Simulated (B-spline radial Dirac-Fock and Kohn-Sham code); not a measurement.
**How the settings move the core levels of Ne⁶⁺**

ΔSCF core binding energies without Breit or QED terms, calculated with a radial B-spline solver. Keys: rel is the Hamiltonian (dirac, or spin-free x2c and nr, where L3 and M5 stand for the whole 2p and 3d shells), method is hf or an exchange,correlation pair (spin-unpolarised, also for the hole states), nuc the nuclear model, radius_factor scales its radius, rmax is the box in bohr, h the logarithmic mesh step, order the B-spline order, points the quadrature points per cell, c_factor scales the speed of light, and damp, ndamp, maxit and tol steer the iteration. The run stops when the commutator error falls below 10·tol·max(1, Z/10), or the numerical noise floor, and the energy has settled to about 1e-8 Ha; the virial ratio is −V/T.

Base input:

```json
{"items": [{"Z": 10, "q": 6, "cfg": [[1, 0, 2], [2, 0, 2]], "A": 20, "rrms": 3.0055, "do": "settings", "holes": ["K", "L3", "M5"],
  "settings": [{"rel": "dirac", "method": "hf", "nuc": "fermi", "radius_factor": 1.0, "rmax": 45.0, "h": 0.3, "order": 8, "points": 10, "c_factor": 1.0, "maxit": 60, "damp": 0.5, "ndamp": 3, "tol": 1e-08}]}]}
```

The ground state converged in 8 iterations, with total energy -110.25596 Ha, virial ratio 1.99737 and highest orbital energy -204.12 eV. ΔSCF binding energies: K (1s) 1099.8 eV. Holes are computed only in closed shells, and unreliable hole states are left out.

Changes from the base run:

| changed setting | Δ total energy (Ha) | Δ K (eV) | iterations |
| --- | --- | --- | --- |
| tol = 1e-06 | 0.00000 | 0.00 | 7 |
| rmax = 30.0 | 0.00000 | 0.00 | 8 |
| method = "pw91,pw91" | -0.07608 | +11.50 | 8 |
| nuc = "gauss" | 0.00000 | 0.00 | 8 |
| nuc = "gauss"; order = 5; damp = 0.0 | +0.00001 | 0.00 | 7 |
| rmax = 30.0; h = 0.5; tol = 1e-06 | +0.00022 | 0.00 | 7 |
| c_factor = 1.5 | ? | ? | ? |

Question: What does the change c_factor = 1.5 do?

Answer: The total energy moves by +0.08065 Ha and the binding energies by K -0.72 eV; the run takes 8 iterations.
